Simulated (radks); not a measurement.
Values are calculated unless marked as measured or tabulated.
Task: All-electron atom: the praseodymium ion Pr7+ in [Kr] 4d10 4f1 5s2 5p3. Level of theory: scalar-relativistic Kohn-Sham, PBE, spin-polarised, spherical densities, finite nucleus; open shells are filled with parallel spins first (spin-orbit coupling, left out, can overturn this in heavy ions); Fermi nuclear charge, rms radius 4.8919 fm (a radial shooting solver on a logarithmic mesh with Libxc functionals). Some entries of the table are withheld. Estimate them.

orbital,occ.,eigenvalue (hartree),<1/r> (bohr^-1)
1s up,1,-1540.344,64.68
1s down,1,-1540.334,64.68
2s up,1,-250.9894,14.93
2s down,1,-250.9844,14.93
2p up,3,-224.9864,14.11
2p down,3,-224.9780,14.11
3s up,1,-57.17143,5.430
3s down,1,-57.15075,5.431
3p up,3,-48.93413,5.137
3p down,3,-48.91232,5.138
3d up,5,-37.36277,4.873
3d down,5,-37.34413,4.874
4s up,1,-14.35204,2.281
4s down,1,-14.29958,2.281
4p up,3,-11.64066,2.108
4p down,3,-11.58709,2.109
4d up,5,-7.75410,1.854
4d down,5,-7.69456,1.859
5s up,1,-4.64421,0.9774
5s down,1,-4.48882,0.9812
5p up,3,-3.85343,(1)
5p down,0,-3.69750,(2)
4f up,1,-3.57990,(3)
4f down,0,-3.49708,(4)

Result: 
(1) 5p up <1/r> (bohr^-1): 0.8809
(2) 5p down <1/r> (bohr^-1): 0.8779
(3) 4f up <1/r> (bohr^-1): 1.414
(4) 4f down <1/r> (bohr^-1): 1.432
